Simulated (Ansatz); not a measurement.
Born–Oppenheimer molecular dynamics of AlF2HO (5 atoms, charge 0, multiplicity 1). It starts from a relaxed structure.

Computed with RKS B3LYP-D4/def2-SVP in Ansatz 0.2.0.

```json
{
 "ensemble": "NVE (velocity Verlet)",
 "time step": "1 fs",
 "steps asked": "300",
 "starting velocities drawn for": "300 K",
 "seed": "990720"
}
```

First frame:

```xyz
5
Properties=species:S:1:pos:R:3
O 0.007 1.227 -0.017
Al 0.180 -0.442 0.091
F 1.506 -1.060 0.853
F -0.926 -1.500 -0.534
H -0.717 1.701 -0.434
```

How far do the bonds stretch over the last three quarters of this one trajectory? (Pairs bonded in most of those frames.)


```csv
bond,mean (Å),spread (Å),shortest,longest
O1–Al2,1.683,0.014,1.65,1.71
O1–H5,0.962,0.021,0.93,1.00
Al2–F3,1.652,0.020,1.62,1.68
Al2–F4,1.656,0.029,1.61,1.70
```

Mean temperature of the second half: 149 K. The conserved energy stayed within 0.78 meV per atom of its start (net change 0.5 meV per atom), so the integration is sound. The temperature averaged 0.50 of the 300 K drawn at the start: a run that starts near a minimum puts about half its kinetic energy into the potential. A run of 0.3 ps of so small a system gives no equilibrium averages.

The run took 5.7 min on 1 thread of Arm Neoverse V1, with other jobs on the host, peak memory 0.1 GiB.
